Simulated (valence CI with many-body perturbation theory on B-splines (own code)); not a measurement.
## E1 transitions of Ta LXI

Calculated by configuration interaction combined with many-body perturbation theory (CI+MBPT): three valence electrons over a frozen Dirac-Fock core [Ne], a basis of 11 s, 11 p, 10 d, 8 f, 5 g, 2 h functions for each j, with the one-electron correlation potential Σ1, the two-electron term Σ2, the three-electron term Σ3, Breit, model QED; selected CI, second order for the rest, scaled by the run's own slope (own B-spline code, finite nucleus).

No measured spectrum was set against this ion. As an estimate, large intervals hold to a few tenths of a per cent, small ones and those within an open d or f shell to about a per cent.

Lines 201 to 250 of 591 in falling wavelength, among levels below 3172.5 eV, chosen from the strongest by gf and those to the six lowest levels. Wavelengths and rates use the calculated energies. Electric multipoles are in the length gauge with retardation, E1 and E2 with the static RPA response of the core. Weak lines are less certain than strong ones. Lines between different terms over intervals too small for the method are left out, as are lines whose strength nearly cancels. The highest levels of a list are the least certain.

Levels are named by their leading jj configuration (3d3/2^4 stands for four electrons in 3d with j = 3/2), which in mixed levels can hold well under half, so a name can repeat and another be missing. Letters in brackets count levels of one name in rising energy.

```csv
λ vac (nm),Upper,Lower,A (s⁻¹),S (a.u.) with core polarisation,S without
4.034,(3p3/2 3d3/2 3d5/2) J=3/2 [b],(3p3/2^2 3d3/2) J=3/2 [a],1.94e+11,2.51e-02,2.55e-02
4.030,(3p3/2 3d3/2 3d5/2) J=3/2 [c],(3p3/2^2 3d3/2) J=1/2,1.82e+11,2.36e-02,2.39e-02
4.023,(3s 3d3/2 3d5/2) J=9/2,(3s 3p3/2 3d3/2) J=7/2,3.19e+11,1.02e-01,1.04e-01
4.022,(3s 3p1/2 3d5/2) J=5/2 [b],(3s 3p1/2 3p3/2) J=5/2,6.74e+10,1.30e-02,1.32e-02
4.016,(3d5/2^3) J=9/2,(3p3/2 3d5/2^2) J=11/2,3.69e+10,1.18e-02,1.19e-02
4.009,(3d3/2 3d5/2^2) J=9/2,(3p3/2 3d3/2 3d5/2) J=9/2 [a],1.49e+11,4.75e-02,4.82e-02
3.997,(3p3/2 3d3/2 3d5/2) J=5/2 [d],(3p3/2^2 3d3/2) J=7/2,5.87e+10,1.11e-02,1.12e-02
3.986,(3s 3d5/2^2) J=5/2,(3s 3p3/2 3d5/2) J=5/2 [a],3.82e+11,7.17e-02,7.27e-02
3.983,(3d3/2 3d5/2^2) J=5/2 [b],(3p3/2 3d3/2 3d5/2) J=5/2 [b],1.30e+11,2.42e-02,2.46e-02
3.959,(3s 3p1/2 3d5/2) J=3/2,(3s 3p1/2 3p3/2) J=5/2,1.97e+10,2.42e-03,2.45e-03
3.956,(3s 3d5/2^2) J=3/2,(3s 3p3/2 3d5/2) J=3/2 [a],2.07e+11,2.53e-02,2.56e-02
3.933,(3d5/2^3) J=3/2,(3p3/2 3d5/2^2) J=5/2 [a],2.43e+11,2.91e-02,2.95e-02
3.919,(3s 3d3/2 3d5/2) J=7/2 [b],(3s 3p3/2 3d3/2) J=7/2,6.12e+10,1.45e-02,1.47e-02
3.887,(3s 3d3/2 3d5/2) J=5/2 [b],(3s 3p3/2 3d3/2) J=5/2 [a],8.01e+10,1.39e-02,1.41e-02
3.886,(3s 3d5/2^2) J=7/2,(3s 3p3/2 3d5/2) J=5/2 [a],4.62e+10,1.07e-02,1.08e-02
3.881,(3s 3d5/2^2) J=9/2,(3s 3p3/2 3d5/2) J=9/2,1.73e+11,4.98e-02,5.05e-02
3.871,(3s 3p3/2 3d5/2) J=7/2 [b],(3s 3p3/2^2) J=5/2,2.35e+11,5.39e-02,5.46e-02
3.829,(3p3/2 3d5/2^2) J=7/2 [b],(3p3/2^2 3d5/2) J=7/2,2.32e+11,5.15e-02,5.22e-02
3.812,(3d5/2^3) J=5/2,(3p3/2 3d5/2^2) J=7/2 [a],9.67e+10,1.59e-02,1.61e-02
3.802,(3s 3p1/2 3d5/2) J=5/2 [b],(3s 3p1/2 3p3/2) J=3/2 [a],5.92e+09,9.64e-04,9.77e-04
3.772,(3p3/2 3d5/2^2) J=3/2 [b],(3p3/2^2 3d5/2) J=1/2,1.53e+11,1.63e-02,1.65e-02
3.746,(3s 3p1/2 3d5/2) J=3/2,(3s 3p1/2 3p3/2) J=3/2 [a],4.84e+10,5.02e-03,5.09e-03
2.713,(3p3/2 3d3/2 3d5/2) J=9/2 [b],(3s 3d5/2^2) J=9/2,9.61e+10,9.47e-03,9.61e-03
2.686,(3p3/2^2 3d5/2) J=7/2,(3s 3p3/2 3d5/2) J=5/2 [b],4.79e+11,3.67e-02,3.72e-02
2.624,(3p3/2 3d3/2 3d5/2) J=7/2 [a],(3s 3d3/2 3d5/2) J=7/2 [b],1.64e+11,1.17e-02,1.19e-02
2.614,(3p3/2 3d5/2^2) J=5/2 [a],(3s 3d5/2^2) J=3/2,4.97e+11,2.63e-02,2.67e-02
2.611,(3s 3p1/2 3p3/2) J=3/2 [a],(3s^2 3p1/2) J=1/2,1.02e+10,3.57e-04,3.62e-04
2.596,(3p3/2^2 3d5/2) J=1/2,(3s 3p3/2 3d5/2) J=3/2 [b],8.96e+11,1.55e-02,1.57e-02
2.580,(3p3/2 3d5/2^2) J=5/2 [a],(3s 3d5/2^2) J=7/2,4.32e+11,2.20e-02,2.23e-02
2.576,(3s 3p3/2 3d5/2) J=5/2 [a],(3s^2 3d5/2) J=5/2,3.59e+11,1.82e-02,1.85e-02
2.572,(3p3/2 3d3/2 3d5/2) J=3/2 [a],(3s 3d3/2 3d5/2) J=3/2 [b],3.98e+11,1.34e-02,1.36e-02
2.572,(3p3/2 3d5/2^2) J=7/2 [a],(3s 3d5/2^2) J=7/2,2.85e+11,1.92e-02,1.95e-02
2.569,(3p3/2^2 3d3/2) J=1/2,(3s 3p3/2 3d3/2) J=1/2 [b],1.20e+12,2.00e-02,2.03e-02
2.568,(3p3/2^2 3d5/2) J=9/2,(3s 3p3/2 3d5/2) J=7/2 [b],1.64e+12,1.37e-01,1.39e-01
2.564,(3p3/2^2 3d5/2) J=7/2,(3s 3p3/2 3d5/2) J=7/2 [b],3.52e+11,2.34e-02,2.38e-02
2.557,(3p3/2 3d5/2^2) J=9/2,(3s 3d5/2^2) J=7/2,4.61e+11,3.80e-02,3.86e-02
2.547,(3s 3p3/2^2) J=5/2,(3s^2 3p3/2) J=3/2,6.29e+11,3.07e-02,3.12e-02
2.545,(3p3/2 3d3/2 3d5/2) J=5/2 [b],(3s 3d3/2 3d5/2) J=5/2 [b],6.86e+11,3.35e-02,3.40e-02
2.541,(3p1/2 3p3/2 3d5/2) J=3/2 [a],(3s 3p1/2 3d5/2) J=3/2,7.21e+11,2.33e-02,2.37e-02
2.538,(3p3/2 3d5/2^2) J=5/2 [a],(3s 3d5/2^2) J=5/2,5.74e+11,2.78e-02,2.82e-02
2.532,(3p3/2^2 3d3/2) J=7/2,(3s 3p3/2 3d3/2) J=5/2 [b],2.36e+12,1.51e-01,1.53e-01
2.532,(3p1/2 3p3/2^2) J=3/2,(3s 3p1/2 3p3/2) J=1/2,1.07e+12,3.43e-02,3.48e-02
2.530,(3s 3p3/2 3d5/2) J=7/2 [a],(3s^2 3d5/2) J=5/2,1.22e+11,7.80e-03,7.92e-03
2.530,(3p3/2 3d5/2^2) J=7/2 [a],(3s 3d5/2^2) J=5/2,1.06e+12,6.80e-02,6.90e-02
2.530,(3p3/2 3d3/2 3d5/2) J=11/2,(3s 3d3/2 3d5/2) J=9/2,1.90e+12,1.82e-01,1.85e-01
2.524,(3p3/2^2 3d3/2) J=3/2 [a],(3s 3p3/2 3d3/2) J=3/2 [b],7.69e+11,2.44e-02,2.48e-02
2.522,(3p3/2 3d3/2 3d5/2) J=9/2 [a],(3s 3d3/2 3d5/2) J=7/2 [a],1.17e+12,9.29e-02,9.43e-02
2.522,(3p3/2 3d5/2^2) J=11/2,(3s 3d5/2^2) J=9/2,1.33e+12,1.27e-01,1.29e-01
2.522,(3p3/2 3d3/2 3d5/2) J=7/2 [b],(3s 3d3/2 3d5/2) J=7/2 [b],7.55e+11,4.78e-02,4.85e-02
2.520,(3p3/2 3d3/2 3d5/2) J=7/2 [b],(3s 3d3/2 3d5/2) J=5/2 [b],8.62e+11,5.45e-02,5.53e-02
```
